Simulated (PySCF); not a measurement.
# Electron correlation in Se⁺ (selenium, charge +1)

[Ar] 3d10 4s2 4p3, high-spin 4S determinant. Calculation: PySCF 2.14, in aug-cc-pVTZ-PP with one added diffuse shell each of s, d, f type with ECP10MDF (7s5p5d3f, 68 functions); scalar relativity through the core potential. Frozen: 3s2 3p6 3d10; 5 electrons correlated.

```tsv
level	correlation energy (mhartree)
CCSD	-90.57
(T)	-2.60
CCSD(T)	-93.17
```

Diagnostics: T1 = 0.0023, D1 = 0.0051, largest double amplitude 0.035.

Task: Is a single reference adequate?

Result: Yes, within this model without spin-orbit coupling: T1 lies below 0.03 and no double amplitude reaches 0.07.
